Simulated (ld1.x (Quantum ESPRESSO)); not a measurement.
Before and after: TM potential for tin

tin, norm-conserving Troullier–Martins (Kleinman–Bylander form), made with ld1.x (Quantum ESPRESSO) 7.5 (PBE, scalar-relativistic). Core [Kr] 4d10, reference 5s2 5p2. Waves: 5s (bound): rc 1.70 bohr; 5p (bound): rc 2.10 bohr. Local part: all-electron potential smoothed inside 1.70 bohr (lloc = -1). Core correction: Bessel-smoothed model core inside 1.30 bohr.

Change: local potential all-electron potential smoothed inside 1.24 bohr (lloc = -1).

Cutoffs: the cutoffs (Ry, on a coarse ladder) from which the occupation-weighted sum of valence levels, in a spherical-Bessel basis at the reference potential, stays within 10 and 1 mRy of its value at 400 Ry; they do not see the model core or the augmentation charge, which bear on the density cutoff. Errors are all-electron minus pseudo energies relative to the spin-unpolarised reference configuration.

Question: What does the change do?

Answer: The potential gets neither clearly harder nor softer (25 Ry and 55 Ry → 25 Ry and 55 Ry); the bound ghosts move from d, s to d, p, s; of the 7 tests that both files solve, the error grows in 3 and shrinks in 1 by more than 15 % and 0.3 meV (median size 15.5 → 17.9 meV); the range in which the s phases agree narrows (upper end at the end of the scan → 2.5); the range in which the p phases agree widens (upper end 0.5 → 4.8). In the separable form a ghost depends on how the local part lies against the semilocal potential of the channel, so the choice of the local part can create or remove one.

```tsv
quantity	base	changed
cutoff, loose	25 Ry	25 Ry
cutoff, tight	55 Ry	55 Ry
loose cutoff by channel (10 mRy a level)	s 21 Ry, p 6 Ry	s 21 Ry, p 25 Ry
bound ghosts	s, d	s, p, d
error for 5s2 5p1, meV [ΔE 6.87 eV]	-8.1	-8.7
error for 5s2 5p0, meV [ΔE 20.83 eV]	-75	-63
error for 5s1 5p0, meV [ΔE 51.80 eV]	-372	-338
error for 5s1 5p2, meV [ΔE 14.52 eV]	-32	-42
error for 5s2 5p2.3, meV [ΔE -0.85 eV]	+0.2	+0.1
error for 5s1 5p3, meV [ΔE 6.98 eV]	-15	-18
error for 5s2 5p1.5, meV [ΔE 2.62 eV]	-1.4	-1.7
s: phases at 2.30 bohr within 0.05 rad from the reference energy up to (Ry; the scan ends near 5)	to the end of the scan	2.5
p: phases at 2.30 bohr within 0.05 rad from the reference energy up to (Ry; the scan ends near 5)	0.5	4.8
```

 A true bound ghost makes a file unfit for plane-wave use even where its test errors are small: the radial tests pick states by their node count and pass the ghost by.
